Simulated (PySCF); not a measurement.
(Z)-2-chloro-3-fluorobut-2-ene (C₄H₆ClF), SMILES C/C(F)=C(\C)Cl. Geometry optimised at PBE-D3(BJ)/def2-SVP.

The numbers are results of PBE-D3(BJ)/def2-SVP run with PySCF, not measurements.

Harmonic wavenumbers (cm⁻¹): 139, 151, 180, 217, 312, 325, 375, 501, 530, 620, 846, 955, 1001, 1010, 1064, 1144, 1247, 1346, 1354, 1386, 1390, 1401, 1408, 1719, 2968, 2970, 3038, 3041, 3086, 3109. Rotational constants (GHz): 4.034, 2.221, 1.459; symmetry number 1.

Work out the zero-point energy and the ideal-gas rigid-rotor harmonic-oscillator thermochemistry at 298.15 K and 1 atm.

ZPE = ½ Σ hcν = ½ × 38834 cm⁻¹ = 55.52 kcal/mol. H − E(el) = 60.67 kcal/mol. Entropy in cal/(mol K): translation 39.96, rotation 27.60, vibration 15.90, total 83.46. G − E(el) = 35.78 kcal/mol. Cp = 26.87 cal/(mol K). Modes under 150 cm⁻¹ make the vibrational entropy uncertain.
